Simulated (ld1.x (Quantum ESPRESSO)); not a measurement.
## B (Z = 5), ultrasoft: configuration errors across variants

- Element: B (Z = 5)
- Generator: ld1.x (Quantum ESPRESSO) 7.5
- Type: ultrasoft
- Functional: BP86
- Relativity: scalar-relativistic
- Frozen core: [He]
- Valence charge: 3
- Reference configuration: 2s1 2p2
- Partial waves: 2s (bound): rcut 0.90, rcutus 1.10 bohr; 2s channel at -0.25 Ry: rcut 0.90, rcutus 1.10 bohr; 2p (bound): rcut 1.95, rcutus 2.60 bohr; 2p channel at 0.1 Ry: rcut 1.95, rcutus 2.60 bohr; 3d channel at -0.05 Ry: rcut 1.95, rcutus 2.10 bohr
- Local potential: all-electron potential smoothed inside 1.20 bohr (lloc = -1)
- Core correction: none
- Augmentation charge: built from norm-conserving waves at rcut, not smoothed further

All-electron excitation energies from the reference (eV): (1) 2s2 2p1 -5.864; (2) 2s2 2p0 2.421; (3) 2s1 2p0 27.927; (4) 2s1 2p1 8.606; (5) 2s2 2p0.5 -2.938; (6) 2s2 2p1.3 -6.630; (7) 2s0 2p3 5.880.

The overlap operator is not positive definite (basis up to 400 Ry) in “base”, “all radii scaled by about 1.19 (s 1.30, p 3.10, d 2.50 bohr, rcut 1.08/2.32/2.32); local potential all-electron potential smoothed inside 1.42 bohr (lloc = -1)”, “all radii scaled by about 1.28 (s 1.40, p 3.32, d 2.68 bohr, rcut 1.16/2.50/2.50); local potential all-electron potential smoothed inside 1.54 bohr (lloc = -1)”, “all radii scaled by about 1.34 (s 1.48, p 3.48, d 2.82 bohr, rcut 1.20/2.62/2.62); local potential all-electron potential smoothed inside 1.60 bohr (lloc = -1)”. Such files are unfit for use, however small their errors in these radial tests.

2 further variants failed, have other tests or too few solved ones, and are left out.

Errors AE − PS in meV (a dash: test not solved or not reliable):

| change | (1) | (2) | (3) | (4) | (5) | (6) | (7) | bound ghosts |
| --- | --- | --- | --- | --- | --- | --- | --- | --- |
| base | +35 | +129 | +175 | +11 | +62 | +28 | +45 | not determined (overlap not positive) |
| all radii scaled by about 1.19 (s 1.30, p 3.10, d 2.50 bohr, rcut 1.08/2.32/2.32); local potential all-electron potential smoothed inside 1.42 bohr (lloc = -1) | +0.5 | +62 | +195 | +14 | +16 | -2.3 | +2.4 | not determined (overlap not positive) |
| all radii scaled by about 1.28 (s 1.40, p 3.32, d 2.68 bohr, rcut 1.16/2.50/2.50); local potential all-electron potential smoothed inside 1.54 bohr (lloc = -1) | -4.6 | +67 | +240 | +26 | +13 | -6.6 | -3.1 | not determined (overlap not positive) |
| all radii scaled by about 1.34 (s 1.48, p 3.48, d 2.82 bohr, rcut 1.20/2.62/2.62); local potential all-electron potential smoothed inside 1.60 bohr (lloc = -1) | -6.5 | +78 | +282 | +105 | +11 | -11 | -1.1 | not determined (overlap not positive) |

(1) Give the same row for: all radii scaled by about 1.09 (s 1.20, p 2.82, d 2.28 bohr, rcut 0.98/2.12/2.12); local potential all-electron potential smoothed inside 1.30 bohr (lloc = -1).

## Answers

(1) +11, +71, +160, +11, +26, +7.0, +14; bound ghosts: not determined (overlap not positive). Its overlap operator is not positive definite in a basis up to 400 Ry (lowest eigenvalue d -3.97), so the file is unfit for use: the generalised eigenproblem breaks down once the basis is large enough, and its test numbers describe a broken file.
